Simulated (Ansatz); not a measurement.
Consider the formal exchange of groups at the Si–N bond: `O[SiH](F)N[SiH2]F` + `CO[SiH3]` → `CO[SiH2][SiH2]F` + `N[SiH](O)F`.

Gas-phase electronic energies from Ansatz, PBE0-D4/def2-TZVP geometries. CBS: MP2 limit from def2 TZ/QZ plus the TZ coupled-cluster correction, frozen cores. This one scheme is used for every species. DFT in def2-TZVPP. B3LYP here is the variant with VWN-RPA as its local correlation; programs differ in this. One conformer a species, not always the lowest.

| level | ΔE (kJ/mol) | difference from CCSD(T)/CBS |
| --- | --- | --- |
| revPBE-D4 | 70.4 | -21.9 |
| BLYP-D4 | 80.8 | -11.5 |
| PBE0-D4 | 76.8 | -15.5 |
| B2PLYP | 92.6 | 0.3 |
| revPBE | 67.0 | -25.3 |
| PBE0 | 76.8 | -15.5 |
| B3LYP | 85.8 | -6.5 |
| r2SCANh | 86.5 | -5.8 |
| r2SCAN0 | 88.8 | -3.5 |
| RPA@PBE/def2-TZVPP | 94.0 | 1.7 |
| CCSD(T)/def2-SVP | 94.5 | 2.2 |
| MP2/def2-TZVPP | 101.3 | 9.0 |
| SCS-MP2/def2-TZVPP | 101.7 | 9.4 |
| CCSD/def2-TZVPP | 95.0 | 2.7 |
| MP2/def2-QZVPP | 101.0 | 8.7 |
| SCS-MP2/def2-QZVPP | 101.3 | 9.0 |
| CCSD(T)/CBS | 92.3 | 0 |

Largest T1 diagnostic among the species: 0.012.

In def2-TZVPP, CCSD(T) changes the Hartree–Fock value by −11.3 kJ/mol (the triples alone add −1.2 kJ/mol) and MP2 by −3.9 kJ/mol. From PBE to PBE0 (25 % exact exchange), in def2-TZVPP and without D4, ΔE moves by +7.9 kJ/mol.

CCSD(T)/CBS has its own doubt, a few kJ/mol and more with outer-core shells, so smaller differences from it don't rank the levels.
